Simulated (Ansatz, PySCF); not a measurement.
Process, species as SMILES: [CH3][Ge]([CH3])([Br])[Br] [dibromo(dimethyl)germane] + 4 [H][H] (H2) -> 2 Br (HBr) + 2 C (CH4) + [GeH4] (GeH4)
Geometries: B3LYP-D3(BJ)/def2-TZVP minima from Ansatz (an electronic-structure program). Frequencies are from Ansatz or PySCF.

Quantity: energy of full hydrogenation (enthalpy at 298 K, with B3LYP-D3(BJ) rigid-rotor harmonic-oscillator terms), in kcal/mol. Cores are frozen in the correlated levels unless marked. Spin-orbit coupling is left out. Frozen are the shells of the preceding noble gas and the d and f shells that filled before the atom's block. Non-relativistic. CBS marks a two-point X^-3 extrapolation of the correlation energy; Hartree-Fock from the larger set.

CCSD(T)/CBS(cc-pVTZ,cc-pVQZ) (Ansatz) gives 27.5 kcal/mol.

Question: Another calculation gave 21.1 kcal/mol. Which level was it?
A) CAM-B3LYP/def2-TZVPD (Ansatz)
B) r2SCAN/def2-TZVPD (Ansatz)
C) PBE/def2-TZVPD (Ansatz)
D) wB97X/def2-TZVPD (Ansatz)

Answer: C, PBE/def2-TZVPD (Ansatz). The others give 25.7 (r2SCAN), 17.1 (wB97X), 14.1 (CAM-B3LYP) kcal/mol.
